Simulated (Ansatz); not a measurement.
V6O20H10. The state is a singlet with charge 0. Geometry PBE-D4/def2-SVP.

```
atom   x (Å)   y (Å)   z (Å)
  V1   1.041  -1.696   0.176
  V2   2.054   1.788   1.539
  V3  -0.602   2.437   1.259
  V4  -0.861  -2.183   1.891
  V5  -2.269  -0.972  -2.496
  V6   1.721   1.068  -1.582
  O7  -3.018  -2.175  -1.499
  O8  -3.272  -0.617  -3.896
  O9  -0.734  -1.577  -3.035
 O10  -2.079   0.339  -1.547
 O11  -0.574  -3.889   2.227
 O12  -0.109  -0.984   2.884
 O13   2.501  -2.051   1.143
 O14  -1.244   3.942   1.913
 O15   0.934  -0.030  -0.208
 O16  -1.797   1.511   0.542
 O17  -2.068  -1.777   0.912
 O18   0.705   2.709   0.241
 O19   0.410   1.862  -2.473
 O20   2.389   0.065  -2.584
 O21   0.732  -2.666  -1.055
 O22   2.899   2.467  -1.273
 O23   2.888   0.409   2.201
 O24   2.700   3.031   2.229
 O25   0.330   1.546   2.424
 O26   3.032   1.575  -0.181
 H27  -2.818  -2.089  -0.511
 H28  -3.594   0.289  -4.072
 H29  -0.067  -2.016  -2.432
 H30  -1.039  -4.616   1.770
 H31  -0.024   0.023   2.840
 H32   3.124  -2.796   1.047
 H33  -2.202   4.065   2.059
 H34   2.807  -0.548   1.912
 H35  -1.923   0.956  -0.417
 H36   0.029   2.600  -1.949
```

The 6-31G sets use Cartesian d functions. B3LYP takes the VWN-RPA correlation. Single mean-field runs in def2-SVP, def2-TZVP are fitted with def2-universal-jkfit. The structure holds one bond between oxygen atoms, so isomers without such links may lie far lower. The restricted singlet is unstable towards broken spin symmetry at other levels; at PBE-D4/def2-SVP, PBE-D4/def2-TZVP, r2SCAN-D4/def2-SVP, B3LYP-D4/6-31G and others this wasn't settled.

Problem. Estimate the orbital energies around the gap (eV) in Ansatz with PBE-D4/def2-SVP, PBE-D4/def2-TZVP, r2SCAN-D4/def2-SVP, B3LYP-D4/6-31G, PBE0-D4/def2-TZVP.

Solution. 
```csv
orbital,PBE-D4/def2-SVP,PBE-D4/def2-TZVP,r2SCAN-D4/def2-SVP,B3LYP-D4/6-31G,PBE0-D4/def2-TZVP
HOMO−13,-8.38,-8.64,-8.90,-10.05,-10.34
HOMO−12,-8.35,-8.54,-8.85,-10.05,-10.23
HOMO−11,-8.28,-8.51,-8.79,-9.92,-10.19
HOMO−10,-8.23,-8.45,-8.74,-9.91,-10.16
HOMO−9,-8.16,-8.41,-8.67,-9.79,-10.09
HOMO−8,-8.15,-8.35,-8.64,-9.74,-9.98
HOMO−7,-7.99,-8.20,-8.50,-9.62,-9.87
HOMO−6,-7.88,-8.11,-8.41,-9.54,-9.80
HOMO−5,-7.84,-8.08,-8.35,-9.48,-9.78
HOMO−4,-7.76,-8.03,-8.27,-9.32,-9.72
HOMO−3,-7.35,-7.61,-7.86,-8.94,-9.26
HOMO−2,-7.30,-7.45,-7.76,-8.87,-8.97
HOMO−1,-6.34,-6.54,-6.80,-8.03,-8.11
HOMO,-6.28,-6.48,-6.77,-7.95,-8.05
LUMO,-4.48,-4.63,-4.67,-4.32,-3.88
LUMO+1,-4.44,-4.58,-4.60,-4.24,-3.78
LUMO+2,-4.23,-4.35,-4.43,-4.13,-3.59
LUMO+3,-4.06,-4.22,-4.26,-3.96,-3.50
LUMO+4,-3.98,-4.14,-4.13,-3.88,-3.41
LUMO+5,-3.93,-4.07,-4.10,-3.70,-3.24
```
